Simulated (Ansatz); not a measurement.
Reaction (homolysis of the Al–O bond): `[OH][Al]([OH])[OH]` → `[OH][Al][OH]`• + `[OH]`•

Gas-phase electronic energies from Ansatz, PBE0-D4/def2-TZVP geometries. CBS: MP2 limit from def2 TZ/QZ plus the TZ coupled-cluster correction, frozen cores. This one scheme is used for every species. Open shells (•) are unrestricted, without spin–orbit coupling. Each species was taken in one conformer, which may not be the lowest.

```
         level  ΔE (eV)
 HF/def2-TZVPP     4.27
MP2/def2-TZVPP     5.94
```

Task: What does CCSD(T)/CBS give? (An estimate is asked.)

Result: Computed: +5.81 eV. The listed levels differ from it by -1.54, 0.13 eV.

Largest T1 diagnostic among the species: 0.016.

From BLYP to BHLYP (50 % exact exchange), in def2-TZVPP and without D4, ΔE moves by −0.03 eV: exact exchange takes away binding that semilocal exchange gives to molecules. Leaving LDA and LC-ωPBE aside and taking each functional with its dispersion term where it has one, the values, not all of them listed here, spread over 0.45 eV, from revPBE-D4 to ωB97M-V. LDA lies +0.80 eV from PBE without D4, its usual overbinding.
